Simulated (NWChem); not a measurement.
System: arsenic trifluoride (AsF₃); SMILES F[As](F)F

NWChem input:

```
start job
memory heap 200 mb stack 900 mb global 1100 mb
geometry units angstroms noautosym nocenter noautoz
  F     -1.456566    -0.393192    -0.504979
  As     0.000000     0.000000     0.383902
  F      1.068797    -1.064827    -0.504979
  F      0.387769     1.458019    -0.504979
end
basis spherical
  * library def2-svpd
end
dft
  xc xpbe96 cpbe96
  iterations 150
end
tddft
  cis
  nroots 8
  notriplet
end
task tddft energy
```

Parts of the log:

```
             Northwest Computational Chemistry Package (NWChem) 7.3.0
             --------------------------------------------------------

                             Geometry "geometry" -> ""
                             -------------------------

 Output coordinates in angstroms (scale by  1.889725989 to convert to a.u.)

  No.       Tag          Charge          X              Y              Z
 ---- ---------------- ---------- -------------- -------------- --------------
    1 F                    9.0000    -1.45656600    -0.39319200    -0.50497900
    2 As                  33.0000     0.00000000     0.00000000     0.38390200
    3 F                    9.0000     1.06879700    -1.06482700    -0.50497900
    4 F                    9.0000     0.38776900     1.45801900    -0.50497900

 Effective nuclear repulsion energy (a.u.)     318.4689414431

  pbe96 is a nonlocal functional; adding pw91lda local functional.

                                 NWChem DFT Module
                                 -----------------

 Summary of "ao basis" -> "ao basis" (spherical)
 ------------------------------------------------------------------------------
       Tag                 Description            Shells   Functions and Types
 ---------------- ------------------------------  ------  ---------------------
 F                         def2-svpd                 9       23   4s3p2d
 As                        def2-svpd                14       38   6s4p4d

            General Information
            -------------------
          SCF calculation type: DFT
          Wavefunction type:  closed shell.
          No. of atoms     :     4
          No. of electrons :    60
           Alpha electrons :    30
            Beta electrons :    30
          Charge           :     0
          Spin multiplicity:     1
          Use of symmetry is: off; symmetry adaption is: off
          Maximum number of iterations: 150
          AO basis - number of functions:   107
                     number of shells:    41
          Convergence on energy requested:  1.00D-06
          Convergence on density requested:  1.00D-05
          Convergence on gradient requested:  5.00D-04

              XC Information
              --------------
          PerdewBurkeErnzerhof Exchange Functional  1.000
            Perdew 1991 LDA Correlation Functional  1.000 local
           PerdewBurkeErnz. Correlation Functional  1.000 non-local

             Grid Information
             ----------------
          Grid used for XC integration:  medium
          Radial quadrature: Mura-Knowles
          Angular quadrature: Lebedev.
          Tag              B.-S. Rad. Rad. Pts. Rad. Cut. Ang. Pts.
          ---              ---------- --------- --------- ---------
          F                   0.50       49          10.0       434
          As                  1.15      112           8.0       590
          Grid pruning is: on
          Number of quadrature shells:   259
          Spatial weights used:  Erf1

      Superposition of Atomic Density Guess
      -------------------------------------

 Sum of atomic energies:       -2531.75152211

      Non-variational initial energy
      ------------------------------

 Total energy =   -2531.952697
 1-e energy   =   -4167.112572
 2-e energy   =    1316.690934
 HOMO         =      -0.367365
 LUMO         =       0.027099

[...]

                                NWChem TDDFT Module
                                -------------------

            General Information
            -------------------
           No. of orbitals :     214
            Alpha orbitals :     107
             Beta orbitals :     107
        Alpha frozen cores :       0
         Beta frozen cores :       0
     Alpha frozen virtuals :       0
      Beta frozen virtuals :       0
         Spin multiplicity :       1
    Number of AO functions :     107
        Use of symmetry is : off
      Symmetry adaption is : off
         Schwarz screening :  0.10D-07

              XC Information
              --------------
   PerdewBurkeErnzerhof Exchange Functional   1.00
     Perdew 1991 LDA Correlation Functional   1.00 local
    PerdewBurkeErnz. Correlation Functional   1.00 non-local

             TDDFT Information
             -----------------
          Calculation type : Tamm-Dancoff TDDFT
         Wavefunction type : Restricted singlets
          No. of electrons :      60
           Alpha electrons :      30
            Beta electrons :      30
              No. of roots :       8
          Max subspacesize :    5600
            Max iterations :     100
               Target root :       1
           Target symmetry : none
      Symmetry restriction : off
                 Algorithm : Optimal
        Davidson threshold :  0.10D-03

    8 smallest eigenvalue differences (eV)
--------------------------------------------------------
  No. Spin  Occ  Vir  Irrep   E(Occ)    E(Vir)   E(Diff)
--------------------------------------------------------
    1    1   30   31 a        -0.322    -0.086     6.446
    2    1   30   32 a        -0.322    -0.086     6.446
    3    1   29   31 a        -0.368    -0.086     7.684
    4    1   29   32 a        -0.368    -0.086     7.684
    5    1   28   31 a        -0.376    -0.086     7.895
    6    1   28   32 a        -0.376    -0.086     7.895
    7    1   27   31 a        -0.376    -0.086     7.895
    8    1   27   32 a        -0.376    -0.086     7.895
--------------------------------------------------------

  Entering Davidson iterations
  Restricted singlet excited states

  Iter   NTrls   NConv    DeltaV     DeltaE      Time
  ----  ------  ------  ---------  ---------  ---------
    1      8       0     0.23E+00   0.10+100        7.2
    2     16       0     0.11E+00   0.43E-01        7.0
    3     24       1     0.41E-01   0.66E-02        7.2
    4     31       1     0.34E-01   0.78E-02        6.8
    5     38       7     0.43E-02   0.64E-03        6.6
    6     39       7     0.75E-03   0.11E-04        4.1
    7     40       8     0.91E-04   0.29E-06        4.0
  ----  ------  ------  ---------  ---------  ---------
  Convergence criterion met

  Ground state a       -2534.393418404235 a.u.

  ----------------------------------------------------------------------------
  Root   1 singlet a              0.271818238 a.u.                7.3966 eV
  ----------------------------------------------------------------------------
     Transition Moments    X -0.47891   Y  0.51671   Z  0.00000
     Dipole Oscillator Strength                    0.0899445100
     Electric Quadrupole                           0.0000001271
     Magnetic Dipole                               0.0000028833
     Total Oscillator Strength                     0.0899475204

     Occ.   21  a   ---  Virt.   31  a       -0.07425
     Occ.   24  a   ---  Virt.   31  a       -0.15033
     Occ.   25  a   ---  Virt.   32  a       -0.10053
     Occ.   26  a   ---  Virt.   31  a       -0.10054
     Occ.   27  a   ---  Virt.   33  a        0.08441
     Occ.   29  a   ---  Virt.   32  a        0.35974
     Occ.   30  a   ---  Virt.   31  a        0.89231
  ----------------------------------------------------------------------------
  Root   2 singlet a              0.271818570 a.u.                7.3966 eV
  ----------------------------------------------------------------------------
     Transition Moments    X  0.51671   Y  0.47891   Z  0.00000
     Dipole Oscillator Strength                    0.0899431301
     Electric Quadrupole                           0.0000001270
     Magnetic Dipole                               0.0000028833
     Total Oscillator Strength                     0.0899461404

     Occ.   21  a   ---  Virt.   32  a        0.07425
     Occ.   24  a   ---  Virt.   32  a        0.15033
     Occ.   25  a   ---  Virt.   31  a        0.10052
     Occ.   26  a   ---  Virt.   32  a       -0.10052
     Occ.   28  a   ---  Virt.   33  a       -0.08440
     Occ.   29  a   ---  Virt.   31  a        0.35976
     Occ.   30  a   ---  Virt.   32  a       -0.89231
  ----------------------------------------------------------------------------
  Root   3 singlet a              0.291627195 a.u.                7.9356 eV
  ----------------------------------------------------------------------------
     Transition Moments    X -0.00018   Y -0.00021   Z  0.00000
     Dipole Oscillator Strength                    0.0000000148
     Electric Quadrupole                           0.0000000000
     Magnetic Dipole                               0.0000000647
     Total Oscillator Strength                     0.0000000795

     Occ.   27  a   ---  Virt.   32  a       -0.70514
     Occ.   28  a   ---  Virt.   31  a        0.70597
     Occ.   29  a   ---  Virt.   33  a        0.05408
  ----------------------------------------------------------------------------
  Root   4 singlet a              0.292787599 a.u.                7.9672 eV
  ----------------------------------------------------------------------------
     Transition Moments    X  0.25547   Y -0.28933   Z  0.00001
     Dipole Oscillator Strength                    0.0290782736
     Electric Quadrupole                           0.0000000121
     Magnetic Dipole                               0.0000006798
     Total Oscillator Strength                     0.0290789654

[...]
```

Level: PBE/def2-SVPD, TDA. All runs use the structure optimised with PBE-D3(BJ)/def2-SVP.
